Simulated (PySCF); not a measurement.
Dibenzofuran, SMILES c1ccc2c(c1)oc1ccccc12 (C12H8O), GFN2-xTB optimised geometry.

```
21

C      3.27     1.15     0.00
C      3.32    -0.24     0.00
C      2.16    -1.00     0.00
C      0.94    -0.34     0.00
C      0.90     1.07     0.00
C      2.06     1.83     0.00
O     -0.37     1.54     0.00
C     -1.18     0.45     0.00
C     -2.57     0.45     0.00
C     -3.20    -0.78     0.00
C     -2.48    -1.97     0.00
C     -1.10    -1.97     0.00
C     -0.44    -0.75     0.00
H      4.19     1.72     0.00
H      4.28    -0.73     0.00
H      2.20    -2.07     0.00
H      2.01     2.91     0.00
H     -3.12     1.37     0.00
H     -4.28    -0.82     0.00
H     -3.01    -2.91     0.00
H     -0.54    -2.89     0.00
```

Density from PySCF 2.14.0 with PBE0/def2-SVP at that geometry.

Minimum of the electron density along straight lines between bonded atoms, close to the bond critical point (lines longer than 1.1 times the sum of covalent radii, or with two minima, are not listed):

```csv
bond,length / Å,ρ at the minimum / e bohr⁻³,∇²ρ there / e bohr⁻⁵,position (fraction from the first atom)
C1–C2,1.392,0.307,-0.78,0.50
C2–C3,1.381,0.313,-0.80,0.50
C3–C4,1.389,0.307,-0.78,0.49
C4–C5,1.409,0.306,-0.77,0.48
C1–C6,1.384,0.310,-0.79,0.50
C5–C6,1.383,0.313,-0.81,0.52
C5–O7,1.362,0.283,-0.17,0.33
O7–C8,1.362,0.283,-0.17,0.67
C8–C9,1.383,0.313,-0.81,0.52
C9–C10,1.384,0.310,-0.79,0.50
C10–C11,1.392,0.307,-0.78,0.50
C11–C12,1.381,0.313,-0.80,0.50
C4–C13,1.439,0.280,___,0.50
C8–C13,1.409,0.306,-0.77,0.52
C12–C13,1.389,0.307,-0.78,0.49
C1–H14,1.080,0.284,-1.08,0.63
C2–H15,1.080,0.283,-1.07,0.63
C3–H16,1.079,0.284,-1.08,0.63
C6–H17,1.078,0.283,-1.09,0.63
C9–H18,1.078,0.283,-1.09,0.63
C10–H19,1.080,0.284,-1.08,0.63
C11–H20,1.080,0.283,-1.07,0.63
C12–H21,1.079,0.284,-1.08,0.63
```

Question: What belongs in the gaps?

Answer: 
- C4–C13, ∇²ρ there / e bohr⁻⁵: -0.66
